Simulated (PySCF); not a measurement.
## Telling isomers of C$_{7}$H$_{9}$P apart by NMR

- shielding tensors at PBE0/pcSseg-1 (GIAO)
- GFN2-xTB geometry
- run in PySCF 2.14
- non-relativistic, no solvent, one averaged value for each set of equivalent atoms, one computed conformer

Shifts are taken against calculated references (same method and geometry level): ¹H (σ = 31.72 ppm), ¹³C (σ = 186.93 ppm) against TMS. Splittings of carbon signals by F and P are missing where no couplings were computed. Where no couplings were computed, multiplicities follow the n + 1 count of equivalent neighbours, and m marks all less simple cases (inequivalent or close neighbours, rings, F or P nearby). Shifts are as computed. Against solution values, carbons near 30 ppm lie about +3 ppm off and those near 130 ppm about +5 ppm. Of 1211 compounds with measured shifts, 218 miss one by over three times the rms of a fit or turn the order of signals round; such compounds aren't used in these exercises.

(1) Tabulate the signals of `Cc1ccpcc1C`, `C=Cc1ccc(C)[pH]1`, `Cc1ccccc1P` and their relative energies.

(2) What is the quickest way to tell Cc1ccpcc1C from Cc1ccccc1P?

(3) What is the quickest way to tell C=Cc1ccc(C)[pH]1 from Cc1ccccc1P?

(4) What is the quickest way to tell Cc1ccpcc1C from C=Cc1ccc(C)[pH]1?

## Answers

(1) 
```tsv
SMILES	carbon types	δC	δH	E rel. (kcal/mol)
Cc1ccpcc1C	2×C 3×CH 2×CH3	165.1, 163.7, 147.3, 142.9, 140.8, 27.3, 25.7	9.02 (m, 1H), 9.00 (m, 1H), 8.06 (m, 1H), 2.52 (s, 3H), 2.48 (s, 3H)	0.0
C=Cc1ccc(C)[pH]1	2×C 3×CH 1×CH2 1×CH3	158.3, 156.2, 145.0, 143.6, 142.6, 120.3, 21.9	6.92 (m, 1H), 6.89 (m, 1H), 6.83 (m, 1H), 5.81 (m, 1H), 5.26 (m, 1H), 4.81 (m, 1H), 2.43 (m, 3H)	29.3
Cc1ccccc1P	2×C 4×CH 1×CH3	145.5, 138.9, 137.6, 134.0, 133.5, 131.1, 24.4	7.75 (m, 1H), 7.46 (m, 1H), 7.44 (m, 1H), 7.36 (m, 1H), 3.77 (m, 2H), 2.50 (s, 3H)	2.1
```

Energies are electronic energies at PBE0/pcSseg-1 on these geometries, without zero-point or thermal terms, each for the one conformer computed, which needn't be the lowest.

(2) Both give the same number of carbon signals, but DEPT or the intensities differ. The first has an aromatic CH at 165.1 ppm, the second an aromatic CH at 131.1 ppm. Their most deshielded carbons lie at 165.1 and 145.5 ppm. In the proton spectra the most deshielded non-exchanging signals are 9.02 (m, 1H) and 7.75 (m, 1H).

(3) Both give the same number of carbon signals, but DEPT or the intensities differ. The first has a terminal =CH2 carbon at 120.3 ppm, the second a substituted aromatic carbon (C) at 137.6 ppm. Their most deshielded carbons lie at 158.3 and 145.5 ppm. In the proton spectra the most deshielded non-exchanging signals are 6.92 (m, 1H) and 7.75 (m, 1H).

(4) Both give the same number of carbon signals, but DEPT or the intensities differ. The first has an aromatic CH at 165.1 ppm, the second a terminal =CH2 carbon at 120.3 ppm. Their most deshielded carbons lie at 165.1 and 158.3 ppm. In the proton spectra the most deshielded non-exchanging signals are 9.02 (m, 1H) and 6.92 (m, 1H).
